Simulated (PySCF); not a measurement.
Isomers of C7H12, one GFN2-xTB conformer each. Single-point energies are computed at PBE0/pcSseg-1 (PySCF, gas phase, no added dispersion term), electronic only.

Question: Rank them by PBE0/pcSseg-1 energy, lowest first (kJ/mol).
A. `[CH2:1]=[CH:2][C:3](=[CH2:4])[CH:5]([CH3:6])[CH3:7]` with C1–C2–C3–C4 178°, C2–C3–C5–C6 -155°
B. `[CH2:1]1[CH2:2][CH2:3][C@H:4]2[CH2:5][C@H:6]2[CH2:7]1` with C7–C1–C2–C3 68°, C1–C2–C3–C4 -49°, C2–C3–C4–C5 -54°, C3–C4–C5–C6 110°
C. `[CH3:1][CH:2]=[C:3]1[CH2:4][CH2:5][CH2:6][CH2:7]1` with C2–C3–C4–C5 164°, C3–C4–C5–C6 33°, C4–C5–C6–C7 -40°, C5–C6–C7–C3 30° (ethylidenecyclopentane)

Answer: C (0.0), B (14.7), A (79.5).

GFN2-xTB itself gives, in the same order: 3.8, 0.0, 131.1. GFN2-xTB puts C1CC[C@H]2C[C@H]2C1 lowest instead; measured from each level's own lowest isomer, the values differ by up to 51.6 kJ/mol (C=CC(=C)C(C)C: 131.1 against 79.5).

Question: Which frontier levels, dipoles and rotational constants go with these structures?

Answer: 
```
             SMILES  HOMO (eV, PBE0/pcSseg-1)  LUMO (eV)  dipole (D)     A, B, C (MHz)
         CC=C1CCCC1                     -6.50       0.65        0.22  5823, 1770, 1438
C1CC[C@H]2C[C@H]2C1                     -7.57       1.41        0.19  3848, 3024, 2063
      C=CC(=C)C(C)C                     -6.69      -0.72        0.29  3556, 2087, 1600
```
